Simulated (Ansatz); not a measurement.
Mulliken charges of CH6FNSi (`NC[SiH2]F`) from PBE/def2-TZVPP in Ansatz (PBE0-D4/def2-TZVP geometry).

```json
{"atom": "N1", "x (Å)": "-0.256", "y (Å)": "1.358", "z (Å)": "0.465", "charge (e)": "-0.342"}
{"atom": "C2", "x (Å)": "-0.575", "y (Å)": "-0.069", "z (Å)": "0.439", "charge (e)": "-0.190"}
{"atom": "Si3", "x (Å)": "0.793", "y (Å)": "-0.851", "z (Å)": "-0.568", "charge (e)": "0.518"}
{"atom": "F4", "x (Å)": "0.447", "y (Å)": "-2.384", "z (Å)": "-0.897", "charge (e)": "-0.300"}
{"atom": "H5", "x (Å)": "-0.447", "y (Å)": "1.790", "z (Å)": "-0.429", "charge (e)": "0.150"}
{"atom": "H6", "x (Å)": "-0.797", "y (Å)": "1.853", "z (Å)": "1.162", "charge (e)": "0.140"}
{"atom": "H7", "x (Å)": "-0.510", "y (Å)": "-0.464", "z (Å)": "1.457", "charge (e)": "0.101"}
{"atom": "H8", "x (Å)": "-1.577", "y (Å)": "-0.324", "z (Å)": "0.066", "charge (e)": "0.098"}
{"atom": "H9", "x (Å)": "0.930", "y (Å)": "-0.134", "z (Å)": "-1.863", "charge (e)": "-0.095"}
{"atom": "H10", "x (Å)": "2.076", "y (Å)": "-0.826", "z (Å)": "0.172", "charge (e)": "-0.080"}
```

Problem. By hand: the dipole of these point charges (1 e Å = 4.8032 D).

Solution. Σ q r = (-0.166, 0.351, 0.148) e Å, of length 0.416 e Å = 2.00 D.

Problem. How does the dipole of the full density compare? (Estimate.)

Solution. Computed: (-0.315, 0.345, 0.122) e Å, 2.32 D; the point charges give 0.86 times that, at 17° from its direction.

Point charges leave out the atoms' own dipoles, such as those of lone pairs, and Mulliken's split depends on the basis, so the close match here is no proof of good charges.
